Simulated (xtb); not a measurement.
Harmonic IR lines of one isomer of C$_{9}$H$_{7}$NSSi, unscaled. These are xtb with GFN2-xTB values and carry that method's errors.

```tsv
wavenumber (cm⁻¹)	relative intensity
491	5.3
540	7.3
586	5.3
772	27
779	100
879	14
1055	4.2
1512	4.5
1562	5.3
2256	47
2268	37
2274	42
2371	32
3077	5.5
```

### Question
Name which structure gives these lines.
A. `N#Cc1cc2cccc([SiH3])c2s1`
B. `N#Cc1cc([SiH3])cc2ccsc12`
C. `N#Cc1cc2ccc([SiH3])cc2s1`
D. `N#Cc1cc2ccsc2cc1[SiH3]`

### Answer
B, `N#Cc1cc([SiH3])cc2ccsc12`
